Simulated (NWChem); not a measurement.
Species: Si2H3Cl2F; SMILES F[Si@H](Cl)[SiH2]Cl

```xyz
8

F      1.8225    -0.8547    -0.4624
Si     0.4517    -0.8046     0.4025
Cl    -0.6205    -2.5227     0.0099
Si    -0.8557     0.9927    -0.3262
Cl     0.1298     2.7556     0.1480
H      0.8243    -0.7894     1.8402
H     -1.0563     0.9178    -1.8005
H     -2.1749     0.9723     0.3676
```
Atoms are numbered in this order, from 1.

Results from NWChem. Pople sets run with spherical d functions. STO-3G and 3-21G are far too small for this property and stand as cheap habits. The geometry was optimised at PBE0/def2-SVP. Vertical excitations in the gas phase; the lowest state need not have the same character in each row.

### Question
Taking PBE0/6-31+G*, TDA as the yardstick, which of these has the fewest basis functions while keeping “lowest excitation, singlet (eV)” within 0.05 eV of it: PBE0/6-31G*, TDA; PBE0/def2-SVP, TDA; PBE0/3-21G, TDA?

### Answer
none of them.
```
level               basis functions  lowest excitation, singlet (eV)
------------------  ---------------  -------------------------------
PBE0/3-21G, TDA                  67                             6.09
PBE0/6-31G*, TDA                 92                             6.11
PBE0/def2-SVP, TDA              101                             6.17
PBE0/6-31+G*, TDA               112                             6.01
```

The yardstick is one finite set, not the basis-set limit.
